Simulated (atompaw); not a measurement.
What one change does to a pseudopotential (iridium (Ir), PAW (atompaw))

```
Element                 : Ir (Z = 77)
Generator               : atompaw 4.2.0.5
Type                    : PAW
Functional              : PBE
Relativity              : scalar-relativistic
Frozen core             : [Kr] 4d10 4f14
Valence charge          : 17
Reference configuration : 5s2 5p6 5d7 6s2 6p0
Partial waves           : 5s (bound): rc 1.65 bohr; 6s (bound): rc 2.30 bohr; 5p (bound): rc 1.55 bohr; 6p (bound, empty): rc 2.30 bohr; 5d (bound): rc 2.30 bohr; 5d channel at -0.2 Ry: rc 2.30 bohr; 5f channel at 0.05 Ry: rc 2.30 bohr; 5f channel at 0.45 Ry: rc 2.30 bohr
Local potential         : bessel scheme, radius 1.95 bohr
Core correction         : smooth core density matched at 1.30 bohr
Augmentation charge     : sinc compensation charge, radius 1.85 bohr; PAW radius 2.30 bohr; waves and projectors: custom rrkj gramschmidtortho
```

All-electron outer shells of the reference configuration (PBE, scalar-relativistic, ld1.x):

```json
{"shell": "4d", "level (eV)": "-290.99", "outermost node (bohr)": "0.21", "outermost maximum (bohr)": "0.42"}
{"shell": "5s", "level (eV)": "-97.99", "outermost node (bohr)": "0.50", "outermost maximum (bohr)": "0.89"}
{"shell": "4f", "level (eV)": "-62.19", "outermost node (bohr)": "–", "outermost maximum (bohr)": "0.39"}
{"shell": "5p", "level (eV)": "-54.70", "outermost node (bohr)": "0.54", "outermost maximum (bohr)": "1.01"}
{"shell": "5d", "level (eV)": "-7.15", "outermost node (bohr)": "0.59", "outermost maximum (bohr)": "1.29"}
{"shell": "6s", "level (eV)": "-6.33", "outermost node (bohr)": "1.17", "outermost maximum (bohr)": "2.38"}
{"shell": "6p", "level (eV)": "-1.22", "outermost node (bohr)": "1.39", "outermost maximum (bohr)": "3.47"}
```

Change: all radii scaled by about 0.81 (s 1.32, p 1.24, d 1.86, f 1.86 bohr); local potential bessel scheme, radius 1.58 bohr; augmentation sinc compensation charge, radius 1.48 bohr; PAW radius 1.86 bohr; waves and projectors: custom rrkj gramschmidtortho; core correction smooth core density matched at 1.04 bohr.

Cutoffs: the cutoffs (Ry, on a coarse ladder) from which the occupation-weighted sum of valence levels, in a spherical-Bessel basis at the reference potential, stays within 10 and 1 mRy of its value at 400 Ry; they do not see the model core or the augmentation charge, which bear on the density cutoff.

What does the change do?

The potential gets harder (35 Ry and 70 Ry → 50 Ry and 100 Ry); neither file shows a bound ghost. A smaller radius makes the pseudo-wave follow the all-electron one further in, where it bends more sharply, so more plane waves are needed.

| quantity | base | changed |
| --- | --- | --- |
| cutoff, loose | 35 Ry | 50 Ry |
| cutoff, tight | 70 Ry | 100 Ry |
| loose cutoff by channel (10 mRy a level) | s 18 Ry, p 30 Ry, d 18 Ry | s 30 Ry, p 40 Ry, d 25 Ry |
| bound ghosts | none | none |
| lowest overlap eigenvalue by channel | s 0.39, p 0.49, d 0.99, f 0.98 | s 0.06, p 0.00, d 0.96, f 1.00 |

 The cutoffs see the waves, projectors and local potential, not the compensation charge or the core.
